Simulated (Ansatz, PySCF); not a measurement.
The pair A = NH3 (SMILES N) (first 4 atoms), B = H2Se (SMILES [SeH2]); geometry from B3LYP-D3(BJ)/def2-TZVP.
(charge 0, multiplicity 1):
```xyz
7

N     -0.068    -0.198     0.016
H     -0.979    -0.306    -0.415
H      0.383     0.601    -0.415
H      0.479    -1.022    -0.208
Se    -0.380     0.209     3.616
H      0.947     0.829     3.737
H     -0.230     0.057     2.144
```

Correlated levels freeze the cores. Filled d and f shells under p-block atoms count as core. Rows in 6-31G* carry no dispersion term and start afresh at each structure (6-31G* with six Cartesian d functions); the Pople sets are all-electron and without relativity.

Codes used: Ansatz (a quantum-chemistry and plane-wave program); PySCF for 6-31G* rows. 

Total energies (hartree), monomers frozen at their geometry in the pair:

```csv
structure,HF/6-31G*,CCSD(T)/aug-cc-pVDZ,CCSD(T)/aug-cc-pVTZ
AB,-2456.8815541,-2457.5681077,-2457.7365972
A in the pair's basis,-56.1851903,-56.4264120,-56.4807336
B in the pair's basis,-2400.6935705,-2401.1382482,-2401.2515521
A,-56.1839738,-56.4252061,-56.4804705
B,-2400.6934227,-2401.1374384,-2401.2512146
```

Work out the interaction energy without and with the counterpoise correction, and the superposition error, for each level.


E(AB) − E(A) − E(B), times 627.509 kcal/mol, with the monomers in their own basis and then in the pair's basis:
- HF/6-31G*: -2.61 uncorrected, -1.75 corrected; the monomers gain 0.86 kcal/mol from borrowed functions
- CCSD(T)/aug-cc-pVDZ: -3.43 uncorrected, -2.16 corrected; the monomers gain 1.26 kcal/mol from borrowed functions
- CCSD(T)/aug-cc-pVTZ: -3.08 uncorrected, -2.71 corrected; the monomers gain 0.38 kcal/mol from borrowed functions
